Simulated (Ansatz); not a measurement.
```xyz
10

C     0.747    1.034    0.585
C     0.090   -0.033    0.092
N     0.562   -1.328    0.113
B    -1.309    0.237   -0.509
F    -1.971   -0.763   -1.083
H     0.273    2.005    0.572
H     1.745    0.971    1.010
H     0.136   -1.973   -0.530
H     1.549   -1.468    0.247
H    -1.822    1.318   -0.497
```

Total charge 0; spin multiplicity 1.

Problem. List the PBE/def2-TZVPP orbital energies in eV (Ansatz). (Estimate.)

Solution. The calculation gave: Occupied: -660.29, -380.79, -269.54, -268.74, -178.07, -30.24, -22.81, -18.33, -14.73, -13.39, -12.92, -11.97, -10.98, -10.93, -10.04, -9.20, -8.59, -7.54, -5.27. Lowest empty: -2.21, 0.19, 0.77, 1.16, 1.63, 2.00, 2.29, 2.65.
